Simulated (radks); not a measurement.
Task: These are the eigenvalues of the occupied orbitals of an atom or ion with whole-number occupations (eV). Calculated with a radial shooting solver on a logarithmic mesh with Libxc functionals: scalar-relativistic Kohn-Sham, LDA (Slater exchange, Perdew-Wang correlation), spin-polarised, spherical densities, point nucleus.

orbital  eigenvalue
1s up     -7576.428
1s down   -7576.409
2s up     -897.5443
2s down   -895.9104
2p up     -769.7240
2p down   -768.4636
3s up     -103.1780
3s down    -99.9791
3p up      -66.7895
3p down    -63.6761
3d up       -9.6031
3d down     -6.8694
4s up       -5.9232
4s down     -5.3844

Which element is it, and in what charge state? The configuration may be excited. Open shells, if any, are filled with parallel spins first.

Result: Z = 27, cobalt, charge 0: Co in [Ar] 3d7 4s2. The list shows which subshells hold electrons but not how many an open one holds; the 1s level, -278.43 hartree, gives Z - s = 23.6 by -(Z - s)^2/2, which with screening and relativity narrows Z to a few neighbours, and the depths of the outer levels then fix element, charge and occupations together.
